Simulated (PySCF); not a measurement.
A side-by-side comparison of computed properties.

First species: C5H13NSi2.
Atom-mapped SMILES: `[CH2:1]=[CH:2]/[CH:3]=[CH:4]\[CH2:5][N:6]([SiH3:7])[SiH3:8]` (hydrogens: H9, H10 on C1; H11 on C2; H12 on C3; H13 on C4; H14, H15 on C5; H16, H17, H18 on Si7; H19, H20, H21 on Si8)

Second species: C7H9ClP2.
InChI=1S/C7H9ClP2/c1-5(2)6-3-4-9-7(8)10-6/h3-5H,1-2H3

Levels: PBE0/pcSseg-1 for dipole moment, HOMO energy, LUMO energy and HOMO–LUMO gap; GFN2-xTB for rotational constant A and rotational constant C. Geometries: GFN2-xTB. Each structure is a single optimised conformer of the isolated species, non-relativistic unless stated. Electronic properties by PySCF.

Dipoles, sizes and rotational constants follow the conformer. The torsions of the flexible species, by atom-mapped SMILES:
- `[CH2:1]=[CH:2]/[CH:3]=[CH:4]\[CH2:5][N:6]([SiH3:7])[SiH3:8]`: C1–C2–C3–C4 179°, C3–C4–C5–N6 104°, C4–C5–N6–Si7 79°
- `[CH3:1][CH:2]([CH3:3])[c:4]1[cH:5][cH:6][p:7][c:8]([Cl:9])[p:10]1`: C1–C2–C4–C5 -112°

```csv
property,column X,column Y
dipole moment,3.58 D,0.50 D
HOMO energy,-7.26 eV,-6.62 eV
LUMO energy,-2.23 eV,-0.93 eV
HOMO–LUMO gap,5.03 eV,5.69 eV
rotational constant A,1.437 GHz,2.494 GHz
rotational constant C,0.452 GHz,0.628 GHz
```

Problem. Which column belongs to which species?

Solution. Column X is the second species and column Y the first. The first has 21 atoms and 78 electrons, the second 19 and 98.

Problem. How does each property change from the first species to the second?

Solution. dipole moment +3.08 D; HOMO energy -0.64 eV; LUMO energy -1.30 eV; HOMO–LUMO gap -0.66 eV; rotational constant A -1.057 GHz; rotational constant C -0.176 GHz.

On the first: The dipole equals about 1.7 × 10⁻³⁰ C·m (1 D = 3.33564 × 10⁻³⁰ C·m).

On the second: The dipole matches unit charges of opposite sign 0.75 Å apart (1 e·Å = 4.8032 D).
